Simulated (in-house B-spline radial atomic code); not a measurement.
The numbers below are computed, except where a source is named.
# Softness against transferability: the 3s channel of K

K, [Ar] 4s1, non-relativistic LDA (VWN5), spherical and spin-unpolarised, from a B-spline radial code for spherical atoms (atomic units). The all-electron 3s level is ε = -1.281897 hartree, its outermost node lies just inside 0.50 bohr and its outer maximum at 1.08 bohr.

Troullier-Martins pseudo-orbitals are made for several radii. The cutoffs (hartree) are the plane-wave energies beyond which the orbital holds less than the named kinetic energy per electron. The phase error is the difference, pseudo minus all-electron, of arctan(R P'/P) at R = 1.81 bohr for all radii, half a hartree below and above the level.

| r_c (bohr) | V_l(0) (hartree) | cutoff for 10 mEh | for 1 mEh | for 0.1 mEh | phase error at ε − 0.5 (mrad) | at ε + 0.5 (mrad) |
| --- | --- | --- | --- | --- | --- | --- |
| 0.81 | -17.15 | 54.1 | 143 | 276 | -4.1 | -1.7 |
| 0.94 | -0.13 | 31.4 | 73 | 133 | -2.3 | -0.9 |
| 1.08 | 4.39 | 16.8 | 42.7 | 75.9 | -1.8 | -0.7 |
| 1.22 | 3.26 | 16.1 | 40.5 | 72.5 | -2.2 | -0.8 |
| 1.36 | 1.44 | 14.2 | 35.3 | 60.9 | -3.8 | -1.4 |
| 1.51 | -0.00 | 12.1 | 29.2 | 46.5 | -7.5 | -2.8 |

Problem. Which radius needs the lowest cutoff for 0.1 mEh while both phase errors stay within 3.9 mrad?

Solution. The radii within that limit are 0.94, 1.08, 1.22, 1.36 bohr; of these r_c = 1.36 needs the least, 60.9 hartree, that is 122 Ry or 1657 eV.

Problem. What does the larger radius buy, and what does it cost?

Solution. From r_c = 0.81 to 1.51 bohr the cutoff for 1 mEh goes from 143 to 29.2 hartree, a factor of 4.90, against 3.48 for a pure 1/r_c² scaling, end to end; step by step it is 143, 73, 42.7, 40.5, 35.3, 29.2, and for 0.1 mEh 276, 133, 75.9, 72.5, 60.9, 46.5; the number of plane waves goes as the cutoff to the power 3/2, here a factor of 10.8. The larger of the two phase errors is least at r_c = 1.08 bohr, 1.8 mrad; it is 4.1 at the smallest radius and 7.5 at the largest. These errors test the reference atom alone. The smallest radius lies well inside the outer maximum, where the nodeless form must bend sharply to keep the norm, so it is both harder and scatters less well than the next. Large radii also let the cores of neighbours overlap, which an atom doesn't show.
